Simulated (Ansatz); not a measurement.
Stepwise reaction of `N[Si@@H](F)O[Si@@H](N)F` with hydrogen, as a gas-phase model of exchange steps in deposition or etching. ΔE in kJ/mol.

Computed with Ansatz on PBE0-D4/def2-TZVP structures; ΔE is electronic, products minus reactants. CCSD(T)/CBS adds triple-zeta CCSD(T) − MP2 to the extrapolated MP2 energy (def2 sets, frozen cores). This one scheme is used for every species. Functionals use def2-TZVPP. B3LYP here is the variant with VWN-RPA as its local correlation; programs differ in this. One conformer a species, not always the lowest.

| step | reaction | PBE-D4 | B3LYP-D4 | ωB97M-V | CCSD(T)/CBS |
| --- | --- | --- | --- | --- | --- |
| 1 | `N[Si@@H](F)O[Si@@H](N)F` + H₂ → `N[SiH2]O[SiH](N)F` + H–F | 133.2 | 143.1 | 143.5 | 140.3 |
| 2 | `N[SiH2]O[SiH](N)F` + H₂ → `N[SiH2]O[SiH2]N` + H–F | 141.3 | 150.6 | 150.6 | 146.6 |

Task: By hand: ΔE of the 2 steps together at CCSD(T)/CBS.

Result: (140.3) + (146.6) = 286.9 kJ/mol, or 143.4 kJ/mol a step.

In ΔE each step is higher than the one before. All are uphill at CCSD(T)/CBS. PBE-D4 differs from CCSD(T)/CBS by -7.1 to -5.3 kJ/mol a step. Isolated molecules leave out the surface, adducts and barriers. Largest T1 diagnostic: 0.011.
